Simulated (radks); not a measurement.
Cr2+, 22 electrons, occupied as [Ar] 3d4.

All-electron calculation, Dirac Kohn-Sham, BLYP, spin-unpolarised, spherical densities, point nucleus; open shells are shared between the two j in proportion to 2j + 1. Program: a radial shooting solver on a logarithmic mesh with Libxc functionals.

Energy parts (Ry):
part                       energy
total                 -2099.98350
kinetic                2124.82265
electron-nucleus      -4980.49131
Hartree                 852.49797
exchange-correlation    -96.81281

Orbitals (lengths in bohr, moments of r in powers of bohr; r(max) is where P^2 peaks):
| orbital | occ. | eigenvalue (Ry) | r(max) | small-component weight |
|---|---|---|---|---|
| 1s1/2 | 2 | -433.8929 | 0.04160 | 7.42e-03 |
| 2s1/2 | 2 | -50.61137 | 0.2436 | 1.33e-03 |
| 2p1/2 | 2 | -43.22753 | 0.1960 | 1.31e-03 |
| 2p3/2 | 4 | -42.59122 | 0.1983 | 1.29e-03 |
| 3s1/2 | 2 | -6.97993 | 0.7752 | 2.83e-04 |
| 3p1/2 | 2 | -4.92820 | 0.7905 | 2.47e-04 |
| 3p3/2 | 4 | -4.85179 | 0.7974 | 2.44e-04 |
| 3d3/2 | 1.6 | -1.68532 | 0.8153 | 1.50e-04 |
| 3d5/2 | 2.4 | -1.67835 | 0.8177 | 1.49e-04 |

The highest occupied level is 3d5/2 at -22.835 eV. Summed over all electrons, <r^2> = 16.89 bohr^2, which gives a Langevin (diamagnetic) susceptibility term of -13.4 x 10^-6 cm^3/mol.
